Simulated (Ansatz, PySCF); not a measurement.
Molecule: GaH₃, charge 0, multiplicity 1. 
Coordinates optimised at B3LYP-D3(BJ)/def2-TZVP (Ansatz, a program for electronic structure):
SMILES: [GaH3]
```xyz
4

Ga     0.0000     0.0000     0.0000
H      0.6658    -0.4314     1.3546
H     -0.3043     1.5149    -0.2776
H     -0.3615    -1.0834    -1.0770
```

Wanted: vertical electron affinity (to the doublet state of charge -1; a negative value means that the extra electron is unbound and the number depends on the basis; each state is the SCF solution reached for its spin; the molecule has degenerate orbitals, so one determinant may break the symmetry; for the doublet T1 is 0.054), in eV. Valence correlation only, unless marked. Open shells are spin-unrestricted. Spin-orbit coupling is left out. Frozen are the shells of the preceding noble gas and the d and f shells that filled before the atom's block. Non-relativistic. Anions need diffuse functions: aug- sets have them; def2-D sets add few. CBS(X,Y): correlation extrapolated as X^-3; Hartree-Fock from the larger set.

| level | program | vertical electron affinity (eV) |
|---|---|---|
| SVWN5/def2-TZVPD | Ansatz | [?] |
| B3LYP/def2-TZVPD | Ansatz | 0.05 |
| PBE0/def2-TZVPD | Ansatz | [?] |
| M06-2X/def2-TZVPD | PySCF | 0.05 |
| B2PLYP/def2-TZVPD | Ansatz | -0.10 |
| SCS-MP2/aug-cc-pVDZ | Ansatz | -0.04 |
| SCS-MP2/def2-QZVPPD | Ansatz | -0.11 |
| CCSD/aug-cc-pVDZ | Ansatz | [?] |
| CCSD/def2-QZVPPD | Ansatz | 0.03 |
| CCSD(T)/CBS(aug-cc-pVTZ,aug-cc-pVQZ) | Ansatz | [?] |

**Question.** What belongs in the gaps?

**Answer.** 
- SVWN5/def2-TZVPD, vertical electron affinity (eV): 0.22
- PBE0/def2-TZVPD, vertical electron affinity (eV): 0.07
- CCSD/aug-cc-pVDZ, vertical electron affinity (eV): 0.09
- CCSD(T)/CBS(aug-cc-pVTZ,aug-cc-pVQZ), vertical electron affinity (eV): 0.17
